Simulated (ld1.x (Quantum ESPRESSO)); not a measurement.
**indium (In): one change to a TM potential, before and after**

ld1.x (Quantum ESPRESSO) 7.5 input, shortened:

```
&input
   title='In', zed=49., rel=1, dft='PBE', iswitch=3,
   config='[Kr] 4d10 5s1.75 5p1.25'
 /
 &inputp
   pseudotype=2, tm=.true., lloc=0,
   nlcc=.false.
 /
3
5P  2  1   1.25   0.00  1.95  1.95  0.0
4D  3  2  10.00   0.00  1.20  1.20  0.0
5S  1  0   1.75   0.00  2.15  2.15  0.0
 &test
   configts(1)='4d10 5s1.75 5p1.25'
 /
```

All-electron outer shells of the reference configuration (PBE, scalar-relativistic, ld1.x):

| shell | level (eV) | outermost node (bohr) | outermost maximum (bohr) |
| --- | --- | --- | --- |
| 4s | -120.10 | 0.41 | 0.77 |
| 4p | -78.57 | 0.42 | 0.82 |
| 4d | -19.05 | 0.40 | 0.94 |
| 5s | -8.47 | 1.02 | 2.16 |
| 5p | -2.70 | 1.14 | 2.85 |

Change: all radii scaled by about 0.89 (s 1.92, p 1.74, d 1.08 bohr).

Cutoffs: the cutoffs (Ry, on a coarse ladder) from which the occupation-weighted sum of valence levels, in a spherical-Bessel basis at the reference potential, stays within 10 and 1 mRy of its value at 400 Ry; they do not see the model core or the augmentation charge, which bear on the density cutoff. Errors are all-electron minus pseudo energies relative to the spin-unpolarised reference configuration.

Q: Predict the effect on cutoff, ghosts and configuration errors.

A: The potential gets neither clearly harder nor softer (90 Ry and 140 Ry → 100 Ry and 140 Ry); a bound ghost appears in p, which as a rule spoils a file; of the 7 tests that both files solve, the error grows in 3 and shrinks in 2 by more than 15 % and 0.3 meV (median size 1.8 → 1.1 meV).

```csv
quantity,base,changed
"cutoff, loose",90 Ry,100 Ry
"cutoff, tight",140 Ry,140 Ry
loose cutoff by channel (10 mRy a level),"p 21 Ry, d 70 Ry, s 8 Ry","p 35 Ry, d 80 Ry, s 8 Ry"
bound ghosts,none,p
"error for 4d10 5s2 5p1, meV [ΔE -1.43 eV]",+0.3,+0.2
"error for 4d10 5s2 5p0, meV [ΔE 3.93 eV]",+0.6,+1.1
"error for 4d10 5s1 5p0, meV [ΔE 23.17 eV]",+12,+15
"error for 4d10 5s0 5p3, meV [ΔE 10.51 eV]",+4.2,-1.0
"error for 4d9 5s2 5p2, meV [ΔE 16.87 eV]",-240,-209
"error for 4d10 5s1 5p2, meV [ΔE 4.41 eV]",+0.2,-0.7
"error for 4d10 5s1 5p1, meV [ΔE 10.52 eV]",+1.8,+1.3
```

 A true bound ghost makes a file unfit for plane-wave use even where its test errors are small: the radial tests pick states by their node count and pass the ghost by.
